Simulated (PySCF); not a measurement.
Isomers of C7H6O, one GFN2-xTB conformer each. Single-point energies are computed at PBE0/pcSseg-1 (PySCF, gas phase, no added dispersion term), electronic only.

Problem. Rank them by PBE0/pcSseg-1 energy, lowest first (kJ/mol).
A. `C(#CC(=O)C)CC#C`
B. `O=c1cccccc1` (tropone)
C. `[CH:1]#[C:2][CH2:3][c:4]1[cH:5][cH:6][cH:7][o:8]1` with C2–C3–C4–C5 65°
D. `[CH:1]#[C:2][C:3](=[O:4])[C:5](=[CH2:6])[CH:7]=[CH2:8]` with C2–C3–C5–C6 -141°, C3–C5–C7–C8 23°
E. 4-methylene-2,5-cyclohexadiene-1-one, `C1C(C=CC(C=1)=O)=C`

Solution. E (0.0), B (5.6), C (160.5), D (256.1), A (294.7).

As drawn, the lowest has a C=C bond outside aromatic rings, which the highest lacks; the highest has a C≡C bond, which the lowest lacks. Neighbours under 10 kJ/mol apart (C=C1C=CC(=O)C=C1 and O=c1cccccc1) can change places with a better method, another conformer or zero-point energy. GFN2-xTB itself gives, in the same order: 0.0, 8.8, 40.5, 221.7, 211.0. Both levels put the same isomer lowest; measured from each level's own lowest isomer, the values differ by up to 120.0 kJ/mol (C#CCc1ccco1: 40.5 against 160.5).

Problem. Which frontier levels, dipoles and rotational constants go with these structures?

Solution. 
| SMILES | HOMO (eV, PBE0/pcSseg-1) | LUMO (eV) | dipole (D) | A, B, C (MHz) |
| --- | --- | --- | --- | --- |
| C=C1C=CC(=O)C=C1 | -7.27 | -2.74 | 4.67 | 5382, 1647, 1261 |
| O=c1cccccc1 | -6.97 | -2.43 | 4.54 | 3778, 2046, 1327 |
| C#CCc1ccco1 | -6.50 | 0.21 | 0.65 | 5564, 1330, 1212 |
| C#CC(=O)C(=C)C=C | -7.26 | -2.26 | 3.09 | 2521, 2145, 1327 |
| C#CCC#CC(C)=O | -7.71 | -1.53 | 3.27 | 5240, 875.3, 757.1 |
